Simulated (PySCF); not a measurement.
Basis-set dependence of population analyses: `O=C(O)c1ccsc1`

C₅H₄O₂S.
Cartesian coordinates in Å at the PBE0-D3(BJ)/def2-SVP level; atoms count from 1:
```xyz
12
C5H4O2S angstrom
O      1.8330   -1.4741   -0.6379
C      1.4930   -0.3631   -0.3169
O      2.3595    0.6544   -0.1982
C      0.1045    0.0295   -0.0160
C     -0.9799   -0.8966   -0.0774
C     -2.1718   -0.3134    0.2462
S     -1.9814    1.3569    0.6229
C     -0.2977    1.2940    0.3510
H      3.2321    0.2921   -0.4129
H     -0.8492   -1.9436   -0.3510
H     -3.1587   -0.7721    0.2857
H      0.3290    2.1763    0.4680
```

PBE0 throughout (PySCF), one geometry, spherical d and f functions. The structure is a single PBE0-D3(BJ)/def2-SVP conformer in the gas phase; no vibrational or solvent corrections. The first 7 of 12 kinds of atom are listed.

Mulliken charges (e):

```tsv
basis	functions	O1	C2	O3	C4	C5	C6	S7
STO-3G	48	-0.248	+0.227	-0.259	-0.049	-0.104	-0.204	+0.309
pcSseg-0	84	-0.498	+0.751	-0.609	-0.291	-0.041	-0.593	+0.505
6-31G	84	-0.405	+0.450	-0.573	+0.051	-0.012	-0.594	+0.549
6-31G*	124	-0.449	+0.554	-0.614	+0.023	-0.107	-0.429	+0.337
cc-pVDZ	136	-0.252	+0.210	-0.179	-0.030	+0.070	-0.152	+0.192
def2-SVP	136	-0.237	+0.245	-0.203	-0.136	+0.038	-0.120	+0.109
pcSseg-1	163	-0.409	+0.574	-0.366	-0.299	+0.051	-0.275	+0.294
aug-cc-pVDZ	224	-0.628	+0.830	-0.625	+1.278	+0.701	-0.348	+0.313
6-311+G(2d,p)	248	-0.509	+0.497	-0.404	+0.434	-0.942	+0.155	-0.228
def2-TZVP	278	-0.323	+0.285	-0.373	+0.015	-0.237	-0.120	+0.098
cc-pVTZ	300	-0.316	+0.307	-0.251	-0.028	-0.158	-0.154	+0.116
IGLO-III	329	-0.465	+0.468	-0.405	+0.019	-0.159	-0.216	+0.346
```

IAO charges (e):

| basis | functions | O1 | C2 | O3 | C4 | C5 | C6 | S7 |
| --- | --- | --- | --- | --- | --- | --- | --- | --- |
| STO-3G | 48 | -0.259 | +0.263 | -0.296 | -0.105 | -0.168 | -0.289 | +0.417 |
| pcSseg-0 | 84 | -0.437 | +0.473 | -0.452 | -0.096 | -0.159 | -0.304 | +0.329 |
| 6-31G | 84 | -0.444 | +0.471 | -0.466 | -0.081 | -0.165 | -0.303 | +0.330 |
| 6-31G* | 124 | -0.469 | +0.525 | -0.481 | -0.088 | -0.157 | -0.312 | +0.367 |
| cc-pVDZ | 136 | -0.462 | +0.520 | -0.481 | -0.089 | -0.162 | -0.315 | +0.371 |
| def2-SVP | 136 | -0.462 | +0.517 | -0.477 | -0.092 | -0.158 | -0.311 | +0.374 |
| pcSseg-1 | 163 | -0.472 | +0.526 | -0.485 | -0.093 | -0.161 | -0.319 | +0.379 |
| aug-cc-pVDZ | 224 | -0.479 | +0.533 | -0.497 | -0.090 | -0.165 | -0.319 | +0.375 |
| 6-311+G(2d,p) | 248 | -0.481 | +0.534 | -0.498 | -0.090 | -0.164 | -0.325 | +0.390 |
| def2-TZVP | 278 | -0.481 | +0.538 | -0.497 | -0.090 | -0.163 | -0.328 | +0.395 |
| cc-pVTZ | 300 | -0.478 | +0.536 | -0.496 | -0.090 | -0.164 | -0.324 | +0.385 |
| IGLO-III | 329 | -0.481 | +0.535 | -0.499 | -0.090 | -0.165 | -0.330 | +0.399 |

Hirshfeld charges (e):

```json
{"basis": "STO-3G", "functions": "48", "O1": "-0.214", "C2": "+0.160", "O3": "-0.137", "C4": "-0.053", "C5": "-0.059", "C6": "-0.070", "S7": "+0.173"}
{"basis": "pcSseg-0", "functions": "84", "O1": "-0.267", "C2": "+0.202", "O3": "-0.172", "C4": "-0.051", "C5": "-0.064", "C6": "-0.081", "S7": "+0.134"}
{"basis": "6-31G", "functions": "84", "O1": "-0.280", "C2": "+0.203", "O3": "-0.180", "C4": "-0.039", "C5": "-0.059", "C6": "-0.079", "S7": "+0.108"}
{"basis": "6-31G*", "functions": "124", "O1": "-0.282", "C2": "+0.198", "O3": "-0.173", "C4": "-0.033", "C5": "-0.053", "C6": "-0.074", "S7": "+0.092"}
{"basis": "cc-pVDZ", "functions": "136", "O1": "-0.265", "C2": "+0.193", "O3": "-0.163", "C4": "-0.043", "C5": "-0.059", "C6": "-0.078", "S7": "+0.119"}
{"basis": "def2-SVP", "functions": "136", "O1": "-0.272", "C2": "+0.202", "O3": "-0.167", "C4": "-0.046", "C5": "-0.062", "C6": "-0.080", "S7": "+0.132"}
{"basis": "pcSseg-1", "functions": "163", "O1": "-0.273", "C2": "+0.202", "O3": "-0.169", "C4": "-0.046", "C5": "-0.062", "C6": "-0.079", "S7": "+0.128"}
{"basis": "aug-cc-pVDZ", "functions": "224", "O1": "-0.271", "C2": "+0.197", "O3": "-0.172", "C4": "-0.048", "C5": "-0.065", "C6": "-0.084", "S7": "+0.133"}
{"basis": "6-311+G(2d,p)", "functions": "248", "O1": "-0.274", "C2": "+0.194", "O3": "-0.171", "C4": "-0.050", "C5": "-0.063", "C6": "-0.083", "S7": "+0.133"}
{"basis": "def2-TZVP", "functions": "278", "O1": "-0.274", "C2": "+0.196", "O3": "-0.172", "C4": "-0.045", "C5": "-0.061", "C6": "-0.082", "S7": "+0.126"}
{"basis": "cc-pVTZ", "functions": "300", "O1": "-0.272", "C2": "+0.197", "O3": "-0.170", "C4": "-0.043", "C5": "-0.060", "C6": "-0.081", "S7": "+0.122"}
{"basis": "IGLO-III", "functions": "329", "O1": "-0.272", "C2": "+0.196", "O3": "-0.173", "C4": "-0.049", "C5": "-0.065", "C6": "-0.084", "S7": "+0.144"}
```

Which scheme is steadiest as the basis changes?

Largest range over the bases for any column: Hirshfeld 0.08 e, IAO 0.28 e, Mulliken 1.64 e. Hirshfeld charges move least and Mulliken charges most, counted in e. Without the minimal STO-3G basis the ranges are Hirshfeld 0.05, IAO 0.07, Mulliken 1.64 e.

How much do the charges still move between the two largest bases, cc-pVTZ and IGLO-III?

At most, over all atoms: Mulliken 0.231 e, IAO 0.014 e, Hirshfeld 0.021 e.

What do the same runs give for the total energy, the frontier levels and the dipole moment?

```json
{"basis": "STO-3G", "energy (Eh)": "-732.2452", "HOMO (eV)": "-4.18", "LUMO (eV)": "2.22", "μ (D)": "1.57"}
{"basis": "pcSseg-0", "energy (Eh)": "-739.7807", "HOMO (eV)": "-7.62", "LUMO (eV)": "-1.42", "μ (D)": "1.11"}
{"basis": "6-31G", "energy (Eh)": "-740.8960", "HOMO (eV)": "-7.23", "LUMO (eV)": "-1.14", "μ (D)": "1.24"}
{"basis": "6-31G*", "energy (Eh)": "-741.0397", "HOMO (eV)": "-7.08", "LUMO (eV)": "-1.00", "μ (D)": "1.43"}
{"basis": "cc-pVDZ", "energy (Eh)": "-741.0982", "HOMO (eV)": "-7.18", "LUMO (eV)": "-1.09", "μ (D)": "1.51"}
{"basis": "def2-SVP", "energy (Eh)": "-740.6943", "HOMO (eV)": "-7.29", "LUMO (eV)": "-1.18", "μ (D)": "1.55"}
{"basis": "pcSseg-1", "energy (Eh)": "-741.0153", "HOMO (eV)": "-7.39", "LUMO (eV)": "-1.35", "μ (D)": "1.65"}
{"basis": "aug-cc-pVDZ", "energy (Eh)": "-741.1231", "HOMO (eV)": "-7.35", "LUMO (eV)": "-1.39", "μ (D)": "1.72"}
{"basis": "6-311+G(2d,p)", "energy (Eh)": "-741.1836", "HOMO (eV)": "-7.34", "LUMO (eV)": "-1.39", "μ (D)": "1.74"}
{"basis": "def2-TZVP", "energy (Eh)": "-741.2179", "HOMO (eV)": "-7.32", "LUMO (eV)": "-1.34", "μ (D)": "1.69"}
{"basis": "cc-pVTZ", "energy (Eh)": "-741.2094", "HOMO (eV)": "-7.29", "LUMO (eV)": "-1.28", "μ (D)": "1.64"}
{"basis": "IGLO-III", "energy (Eh)": "-741.2199", "HOMO (eV)": "-7.32", "LUMO (eV)": "-1.34", "μ (D)": "1.84"}
```

The dipole is fixed by the density alone, so its range of 0.73 D shows that the density itself changes with the basis, not only its division among atoms.
